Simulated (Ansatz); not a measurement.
Total energies of `CB[SiH2][SiH2]F`.

Z-matrix (Å, degrees):
```
C
B 1 1.552
H 1 1.094 2 113.1
H 1 1.104 2 104.6 3 -113.2
H 1 1.091 2 116.5 3 128.8
Si 2 2.011 1 123.0 3 -147.7
H 2 1.200 1 118.4 3 39.1
Si 6 2.349 2 105.0 1 -83.8
H 6 1.490 2 114.5 1 158.4
H 6 1.492 2 113.4 1 32.4
F 8 1.607 6 110.9 2 178.3
H 8 1.487 6 111.7 2 -62.0
H 8 1.488 6 110.8 2 59.2
```

Total charge 0; spin multiplicity 1. The structure was optimised at the PBE0-D4/def2-TZVP level. It is one conformer, not always the lowest. Basis def2-TZVPP, Ansatz 0.2.0.

RPA on PBE orbitals: Hartree–Fock energy of these orbitals -744.57842 Eh, correlation -1.36071 Eh (frozen core).

| functional | energy without D4 (Eh) | D4 term (kJ/mol) |
| --- | --- | --- |
| LDA (SPW92) | -743.04502 | – |
| PBE | -746.20923 | -25.9 |
| B3LYP | -746.77528 | -41.6 |
| r2SCANh | -746.56859 | -7.1 |
| r2SCAN0 | -746.55511 | -7.8 |
| BHLYP | -746.64607 | -33.6 |
| LC-ωPBE | -746.43739 | – |
| ωB97X-V | -746.57802 | – |
| ωB97M-V | -746.59603 | – |
| PBE-QIDH | -746.09574 | – |

**Question.** Give the same for revPBE, BLYP, r2SCAN, B97M-V, PBE0, HSE06 (plane-wave form), CAM-B3LYP, B2PLYP. (Best estimate.)

**Answer.** Ansatz gave: 
```
             functional  energy without D4 (Eh)  D4 term (kJ/mol)
                 revPBE              -746.53946             -72.3
                   BLYP              -746.65510             -55.5
                 r2SCAN              -746.57842              -6.6
                 B97M-V              -746.55050                 –
                   PBE0              -746.28731             -22.2
HSE06 (plane-wave form)              -746.26489             -20.9
              CAM-B3LYP              -746.66376             -22.8
                 B2PLYP              -746.35237                 –
```

B3LYP takes the VWN-RPA correlation (the form of Gaussian; ORCA's B3LYP/G). HSE06 is the plane-wave form, built on full-range PBE exchange. The double hybrids freeze the cores in their second-order part.

LC-ωPBE has ω = 0.4 bohr⁻¹.
